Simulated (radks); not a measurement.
Values are calculated unless marked as measured or tabulated.
Question: All-electron atom: Kr II in [Ar] 3d10 4s2 4p4 5s1 (not the ground configuration). Code: a radial shooting solver on a logarithmic mesh with Libxc functionals. Model: scalar-relativistic Kohn-Sham, PBE, spin-unpolarised, spherical densities, finite nucleus; Fermi nuclear charge, rms radius 4.1884 fm. Some entries of the table are withheld. Estimate them.

orbital  occ.  eigenvalue (eV)  <1/r> (bohr^-1)  r(max) (bohr)
1s          2        -14177.15            36.76        0.02708
2s          2        -1882.986            8.164            (1)
2p          6        -1667.044            7.984            (2)
3s          2        -282.2999              (3)         0.4669
3p          6        -213.5204            2.548            (4)
3d         10         -99.6997              (5)         0.4111
4s          2         -39.1277           0.8847          1.317
4p          4         -24.1389              (6)          1.488
5s          1          -7.7813           0.3057          3.737

Answer: 
(1) 2s r(max) (bohr): 0.1542
(2) 2p r(max) (bohr): 0.1234
(3) 3s <1/r> (bohr^-1): 2.700
(4) 3p r(max) (bohr): 0.4632
(5) 3d <1/r> (bohr^-1): 2.274
(6) 4p <1/r> (bohr^-1): 0.7498
